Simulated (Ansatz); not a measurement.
`B[BH][GeH3]` + `C[NH][GeH2][Cl]` → `[BH2][GeH2][Cl]` + `CN[BH][GeH3]`  (redistribution)

Program: Ansatz. Geometries: PBE0-D4/def2-TZVP. ΔE: electronic, gas phase. CCSD(T)/CBS adds triple-zeta CCSD(T) − MP2 to the extrapolated MP2 energy (def2 sets, frozen cores). Functionals use def2-TZVPP. For Ge outer-core shells are correlated without core-valence functions, which leaves a few kJ/mol of doubt a bond. Scalar relativity is left out up to krypton. One conformer a species, not always the lowest.

Q: Is it downhill or uphill in electronic energy at CCSD(T)/CBS, and by how much? (Best estimate.)

A: The calculation gave: Downhill: ΔE = -121.0 kJ/mol.

Q: What do these levels give: PBE-D4, PBE0-D4, ωB97M-V, B2PLYP, PBE, MP2/def2-TZVPP, CCSD(T)/def2-TZVPP, HF/def2-QZVPP, MP2/def2-QZVPP, HF/CBS(def2), MP2/CBS(def2), CCSD/CBS(def2)? (Estimate.)

A: The calculation gave: PBE-D4 -114.1, PBE0-D4 -117.2, ωB97M-V -118.8, B2PLYP -118.2, PBE -114.8, MP2/def2-TZVPP -120.5, CCSD(T)/def2-TZVPP -121.0, HF/def2-QZVPP -112.4, MP2/def2-QZVPP -120.2, HF/CBS(def2) -112.3, MP2/CBS(def2) -120.5, CCSD/CBS(def2) -120.2 kJ/mol.

Largest T1 diagnostic among the species: 0.013.

In def2-TZVPP, CCSD(T) changes the Hartree–Fock value by −7.6 kJ/mol (the triples alone add −0.8 kJ/mol) and MP2 by −7.2 kJ/mol.
